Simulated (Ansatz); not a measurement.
```yaml
crystal:
  periodic: [false, false, false]
  atoms:
    - {symbol: N, position_ang: [0.175460, 1.608053, -0.825528]}
    - {symbol: Ga, position_ang: [0.753599, -0.012271, -0.254536]}
    - {symbol: C, position_ang: [-0.464846, -1.016531, 0.938706]}
    - {symbol: Cl, position_ang: [-1.178056, -2.289340, -0.116663]}
    - {symbol: H, position_ang: [0.660848, 2.166126, -1.506880]}
    - {symbol: H, position_ang: [-0.719880, 2.001812, -0.591198]}
    - {symbol: H, position_ang: [2.128453, -0.546259, -0.754309]}
    - {symbol: H, position_ang: [-1.292985, -0.427647, 1.329834]}
    - {symbol: H, position_ang: [0.026008, -1.530243, 1.763374]}
basis:
  gaussian: {orbitals: aug-cc-pVDZ, fitting: {mean_field: def2-universal-jkfit}}
hamiltonian: {xc: {name: PBE-QIDH}}
output: {forces: true}
```

```sh
$ ansatz run in.yaml --threads 4 --pin off --events-out ev --progress --plain --max-ram 10444MiB
```

It prints (some lines left out):

```
Functional definition: PBE-QIDH
636 factors; integrals over basis functions are off by at most 3.5e-1 eV
mean field evaluation 1: about -67469.6285 eV, gradient 5.1e1 eV
mean field evaluation 2: about -67469.6288 eV, gradient 5.1e1 eV
mean field evaluation 4: about -67475.1335 eV, gradient 4.0e0 eV
mean field evaluation 8: about -67475.1768 eV, gradient 6.3e-2 eV
mean field evaluation 16: about -67475.1768 eV, gradient 3.5e-6 eV
mean field -67475.17677749 eV, -2479.6670102553 hartree, gradient 3.5e-6 eV, S^2 0.000000; 0 other end points of the search recorded, 0 dependent functions left out
16 core orbitals not correlated: weight in the atoms' cores, before any rotation towards them, 1.000 or more for the frozen orbitals, at most 0.000 for the correlated occupied ones
reference -67475.17680003 eV, -2479.6670110836 hartree; 17, 17 occupied and 121, 121 virtual orbitals, 636 factors
second order -17.93030315 eV of doubles, -0.00000000 eV of singles
Total energy: -67481.15356775 eV, -2479.8866532460 hartree
Atom 0 at     0.175460     1.608053    -0.825528 Å, force    -0.007549     0.060517    -0.020512 eV/Å
Atom 1 at     0.753599    -0.012271    -0.254536 Å, force     0.086025    -0.185838     0.032967 eV/Å
Atom 2 at    -0.464846    -1.016531     0.938706 Å, force     0.183838     0.186664    -0.062490 eV/Å
Atom 3 at    -1.178056    -2.289340    -0.116663 Å, force    -0.085754    -0.145266    -0.093932 eV/Å
Atom 4 at     0.660848     2.166126    -1.506880 Å, force     0.015237     0.052197    -0.035734 eV/Å
Atom 5 at    -0.719880     2.001812    -0.591198 Å, force    -0.049916     0.038734     0.003144 eV/Å
Atom 6 at     2.128453    -0.546259    -0.754309 Å, force    -0.063778     0.028790     0.026580 eV/Å
Atom 7 at    -1.292985    -0.427647     1.329834 Å, force    -0.132804     0.064165     0.041037 eV/Å
Atom 8 at     0.026008    -1.530243     1.763374 Å, force     0.054702    -0.099964     0.108939 eV/Å
Dipole moment:     0.078926     0.397513     0.184487 e Å
```

Hardware: 4 threads of an AMD EPYC 9R45 on a shared host. Wall time 1.9 s, peak host memory 0.36 GiB.
